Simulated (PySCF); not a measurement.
A PySCF script (with the pyscf-properties extension) for the NMR shieldings of SMILES [Si@@H]1(N)O[SiH2]O[Si@@H](CC)O1, C₂H₁₁NO₃Si₃, on a GFN2-xTB geometry:

```python
import basis_set_exchange as bse
import numpy as np
from pyscf import gto, dft
from pyscf.prop import nmr

atoms = """
C    -2.618633    0.509184    0.068415
C    -2.134273   -0.327999   -1.114648
Si   -0.304172   -0.807989   -0.993836
O    -0.080811   -1.665506    0.373513
Si    0.901065   -1.409429    1.640603
O     1.687717   -0.005802    1.443462
Si    1.610204    1.065371    0.224073
N     3.169977    1.118458   -0.486939
O     0.590070    0.548258   -0.929566
H    -2.047157    1.432427    0.137169
H    -2.490026   -0.042386    0.997176
H    -3.672962    0.761569   -0.039907
H    -2.736648   -1.233427   -1.185008
H    -2.298648    0.224764   -2.039425
H     0.240493   -1.614542   -2.079442
H     1.898525   -2.467603    1.636692
H     0.042874   -1.247931    2.805482
H     1.006249    2.267734    0.785542
H     3.957638    1.296752    0.112735
H     3.273370    1.608774   -1.359126
"""
names = dict.fromkeys(["C", "Si", "O", "N", "H"], "pcSseg-1")
basis = {el: gto.basis.parse(bse.get_basis(n, elements=[el], fmt="nwchem")) for el, n in names.items()}
mol = gto.M(atom=atoms, basis=basis, charge=0, verbose=0)
mf = dft.RKS(mol, xc="PBE0")
mf.grids.level = 2
mf.grids.alignment = dft.numint.BLKSIZE   # the property module wants whole blocks of grid points
mf.conv_tol = 1e-9
mf.kernel()

calc = nmr.RKS(mf)   # GIAO
C = mf.mo_coeff
Co = C[:, mf.mo_occ > 0]
resp = mf.gen_response(singlet=True, hermi=2)
def vind(x):   # induced exchange potential for any number of trial vectors
    d = np.einsum("pi,xij,qj->xpq", C, 2 * x.reshape(-1, C.shape[1], Co.shape[1]), Co, optimize=True)
    return np.einsum("xpq,pi,qj->xij", resp(d - d.transpose(0, 2, 1)), C, Co, optimize=True).ravel()
mo1, _ = nmr.rhf.solve_mo1(calc, with_cphf=vind)
sigma = calc.kernel(mo1)
for i, s in enumerate(sigma):   # ppm
    w = np.linalg.eigvalsh((s + s.T) / 2)
    print("%2d %-2s iso %8.1f  s11 %8.1f  s22 %8.1f  s33 %8.1f" % (i, mol.atom_pure_symbol(i), w.mean(), *w))
```

**Question.** What does it print?

**Answer.** 
```
 0 C  iso    180.2  s11    175.6  s22    177.4  s33    187.6
 1 C  iso    174.0  s11    170.1  s22    171.0  s33    180.8
 2 Si iso    374.5  s11    344.8  s22    357.9  s33    420.9
 3 O  iso    246.2  s11    193.2  s22    223.8  s33    321.5
 4 Si iso    388.0  s11    377.3  s22    383.2  s33    403.6
 5 O  iso    238.3  s11    201.8  s22    228.9  s33    284.2
 6 Si iso    401.7  s11    384.0  s22    390.9  s33    430.1
 7 N  iso    232.3  s11    208.6  s22    221.0  s33    267.3
 8 O  iso    235.2  s11    201.5  s22    233.8  s33    270.2
 9 H  iso     30.6  s11     25.6  s22     30.2  s33     35.9
10 H  iso     30.6  s11     25.8  s22     30.0  s33     36.0
11 H  iso     30.4  s11     25.0  s22     27.7  s33     38.4
12 H  iso     31.1  s11     27.0  s22     28.7  s33     37.7
13 H  iso     31.1  s11     27.2  s22     28.7  s33     37.6
14 H  iso     26.5  s11     22.9  s22     23.8  s33     32.6
15 H  iso     26.5  s11     22.8  s22     23.8  s33     32.8
16 H  iso     26.5  s11     23.1  s22     24.1  s33     32.4
17 H  iso     26.6  s11     22.8  s22     24.8  s33     32.3
18 H  iso     30.7  s11     24.0  s22     26.4  s33     41.8
19 H  iso     30.7  s11     23.9  s22     26.7  s33     41.5
```

These numbers come from an equivalent density-fitted implementation of the same equations, which agrees with the script to about 0.01 ppm for H and up to a few tenths of a ppm for heavy atoms, so last digits may differ.

**Question.** Turn these shieldings into chemical shifts. δ = σ(ref) − σ, references computed at the same level: ¹³C (186.93 ppm), ²⁹Si (349.16 ppm), ¹H (31.72 ppm) vs TMS; ¹⁷O (336.08 ppm) against H2O; NH3 for ¹⁵N (267.73 ppm).

**Answer.** Averaging equivalent atoms: C 1: 13.0; C 0: 6.7; Si 2: -25.4; Si 4: -38.9; Si 6: -52.5; O 8: 100.9; O 5: 97.8; O 3: 89.9; N 7: 35.4; H 14: 5.26; H 15: 5.25; H 16: 5.18; H 17: 5.10; H 9/10/11: 1.18; H 18/19: 1.01; H 12: 0.61; H 13: 0.58 ppm. Experimental scales use liquid or dissolved standards, which lie at an offset from isolated NH3 (liquid NH3: subtract about 20 ppm) and H2O (liquid H2O: subtract about 36 ppm).

Size and cost of the density-fitted run: 229 basis functions, 93 s wall time on 1 thread of an Arm Neoverse N1, shared host; peak memory 1.1 GiB.
